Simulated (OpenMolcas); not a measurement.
Levels of Xe2+ by method

```json
{"Program": "OpenMolcas 26.06", "Basis": "ANO-R3 [8s7p5d4f3g2h]", "Scalar Hamiltonian": "X2C, finite nucleus", "Active space": "4 electrons in 3 orbitals (5p)", "State averaging": "2S+1 = 3 even, 3 roots; 2S+1 = 1 even, 6 roots", "Spin-orbit coupling": "state interaction with AMFI integrals over the reference wave functions, term energies averaged over their components"}
```

Methods on the same reference wave functions:
A. CASSCF
B. SS-CASPT2, IPEA 0.25 Eh, imaginary shift 0.1 Eh (closed shells correlated: 4d 5s)

Energies in cm-1 above 5s2 5p4 3P2, the measured ground level; measured values from Saloman, J. Phys. Chem. Ref. Data 33, 765 (2004).

```
      Level      A      B  Measured
5s2 5p4 3P2    0.0    0.0       0.0
5s2 5p4 3P0   8416   7880      8130
5s2 5p4 3P1   8615   8870      9794
5s2 5p4 1D2  18775  16460     17099
5s2 5p4 1S0  39356  34880     36103
```

Deviations, from unrounded energies. A percentage is the sum of absolute deviations over the sum of measured energies, with the sign that they share, or ± where signs differ.

```
                        Against measurement  Levels     A     B
             mean absolute deviation (cm-1)       4  1600   760
      fine structure of the ground term (%)       2  ±8.2  -6.5
other terms of the ground configuration (%)       2  +9.3  -3.5
```

B lies closest to measurement on these levels. The largest miss of B in the table is 5s2 5p4 1S0, by -1200 cm-1. The ranking rests on the paired levels alone, and a cruder setting can come out closer through cancelling errors.

From A to B the spin-free energies of the other terms of 5s2 5p4 shown, above 3P, scale by factors of 0.77 to 0.82.

The lowest spin-free term lies below A's lowest term by 0.688 hartree in B.

Term energies are means over components that CASPT2 splits; among the terms shown or strongly mixed into the levels shown the widest spread is 180 cm-1 (5s2 5p4 1D, B). With the s shell closed, the reference lacks s² → p² mixing. Computed and measured levels are paired by configuration, term and J; levels that our copy of the source lacks, or whose pairing is in doubt (as where it misses far off the trend of its configuration), stay unpaired and out of the deviations. Levels of configurations outside the active space are missing.
